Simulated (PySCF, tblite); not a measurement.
One entry of a table of gas-phase calculations, keyed by method. Lists by class give the value and the number of equivalent atoms.

```json
{
 "formula": "C5H9FOSi",
 "smiles": "C[Si@@H]1C=CO[C@@H]1CF",
 "charge": 0,
 "multiplicity": 1,
 "geometry_level": "GFN2-xTB",
 "electronic_structure_code": "PySCF",
 "results": {
  "GFN2-xTB geometry": {
   "point_group": "C1",
   "rotational_constants_GHz": [2.236, 1.61, 1.055]
  },
  "CAM-B3LYP/def2-SVPD ground state and vertical TDDFT (core frozen in the response)": {
   "dipole_D": 1.27,
   "homo_eV": -8.12,
   "lumo_eV": 1.02,
   "S1_eV": 6.12,
   "strongest_line_of_8_singlets_eV": 6.12,
   "T1_tda_eV": 4.12,
   "polarisability_au": 85.8,
   "r2_bohr2_about_centre_of_nuclear_charge": 1141.5,
   "singlets_eV_and_f": [
    [6.12, 0.154],
    [6.47, 0.01],
    [6.78, 0.017],
    [7.04, 0.005],
    [7.12, 0.01],
    [7.45, 0.005],
    [7.7, 0.002],
    [7.88, 0.004]
   ],
   "triplets_tda_eV": [4.12, 6.33, 6.63]
  },
  "PBE0/pcSseg-1 ground state and GIAO shieldings, non-relativistic": {
   "shift_vs_computed_TMS_C_by_class_ppm": [
    [170.4, 1],
    [94.5, 1],
    [84.1, 1],
    [69.6, 1],
    [-5.0, 1]
   ],
   "shift_vs_computed_TMS_H_by_class_ppm": [
    [7.08, 1],
    [5.2, 1],
    [5.13, 1],
    [4.87, 1],
    [4.58, 1],
    [4.34, 1],
    [0.44, 3]
   ],
   "shielding_other_nuclei_by_class_ppm": [
    ["O", 177.1, 1],
    ["F", 427.7, 1],
    ["Si", 358.5, 1]
   ]
  },
  "GFN2-xTB harmonic vibrations, gas phase": {
   "strongest_ir_bands_cm-1_km_per_mol_modes": [
    [655.2, 91.8, 1],
    [835.6, 86.4, 1],
    [860.9, 141.1, 1],
    [1050.8, 103.4, 1],
    [1604.5, 269.9, 1],
    [2210.9, 351.2, 1]
   ],
   "zpe_kcal_per_mol": 80.4
  }
 }
}
```

With B = h/(8π²I), that is 505.379 GHz u Å² over I, the principal moments of inertia are 226.0, 313.9 and 479.2 u Å² (most abundant isotopes); the inertial defect Ic − Ia − Ib is -60.7 u Å² (zero for a rigid planar frame, negative otherwise). The principal polarisabilities are 72.7, 88.2 and 96.5 au; their mean is the isotropic value. The dipole equals about 4.2 × 10⁻³⁰ C·m (1 D = 3.33564 × 10⁻³⁰ C·m). The rotational constants make it an asymmetric top with κ = (2B − A − C)/(A − C) = -0.06, midway between the prolate (−1) and oblate (+1) limits. The polarisability is 12.71 Å³ as a volume (1 au = 0.148185 Å³), or 1.23 au for each of the 70 electrons.

One conformer (not necessarily the lowest) at the GFN2-xTB geometry, without solvent or vibrations. NMR classes are plain means over equivalent atoms (diastereotopic ones count apart unless rotation or inversion swaps them), as if these changed places fast; in this geometry the members of some classes differ.

For the NMR shielding job (PBE0/pcSseg-1), hardware: Arm Neoverse V2, one thread, shared host. Cost: 36 s of wall time (with the writing of density and orbital grids), 0.89 GiB resident at most.

Conformer computed: `[CH3:1][Si@@H:2]1[CH:3]=[CH:4][O:5][C@@H:6]1[CH2:7][F:8]`: O5–C6–C7–F8 177°.
